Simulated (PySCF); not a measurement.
Geometry (Å), atoms numbered from 1 in this order:
```xyz
13

C    -2.7593    0.1023   -0.0832
C    -1.6816   -0.5777    0.7165
O    -1.8718   -1.3241    1.6417
C    -0.3586   -0.2346    0.2557
C     0.7694    0.0392   -0.0800
C     2.0366    0.4301   -0.5457
F     2.0707    1.3063   -1.5674
C     3.1897   -0.0122   -0.0283
F     3.2527   -0.8731    0.9694
F     4.3934    0.3405   -0.4336
H    -2.7358   -0.2683   -1.1070
H    -2.5785    1.1749   -0.1128
H    -3.7314   -0.1028    0.3570
```

PySCF calculation with geometry from GFN2-xTB and GIAO PBE0/pcSseg-1 shieldings; non-relativistic Hamiltonian, one computed conformer, in vacuum, fast rotation and ring inversion assumed for equivalent nuclei.

δ = σ(ref) − σ, references computed at the same level: TMS for ¹³C (186.93 ppm), ¹H (31.72 ppm); H2O for ¹⁷O (336.08 ppm); ¹⁹F (170.95 ppm) vs CFCl3.

```csv
atoms,nucleus,count,δ (ppm)
C2,¹³C,1,184.6
C1,¹³C,1,35.4
H11/H12/H13,¹H,3,2.47
O3,¹⁷O,1,689.5
F9,¹⁹F,1,-98.0
C8,¹³C,1,176.5
C4,¹³C,1,?
F10,¹⁹F,1,-72.4
C5,¹³C,1,81.2
F7,¹⁹F,1,?
C6,¹³C,1,?
```

Q: Estimate the values marked ?.

A: 
- C6: 123.6 ppm, fully substituted alkene carbon; an sp2 carbon of a C=C bond
- C4: 112.9 ppm, alkyne carbon
- F7: -188.9 ppm, vinylic fluorine

Shifts are as computed. Against solution values, carbons near 30 ppm lie about +3 ppm off and those near 130 ppm about +5 ppm. Of 1211 compounds with measured shifts, 218 miss one by over three times the rms of a fit or turn the order of signals round; such compounds aren't used in these exercises. Unscaled 19F shifts against computed CFCl3 carry errors that often reach 10 to 50 ppm. Unscaled 17O shifts of doubly bonded oxygen tend to come out too high, by tens of ppm or more. Experimental scales use liquid or dissolved standards, which lie at an offset from isolated H2O (liquid H2O: subtract about 36 ppm).
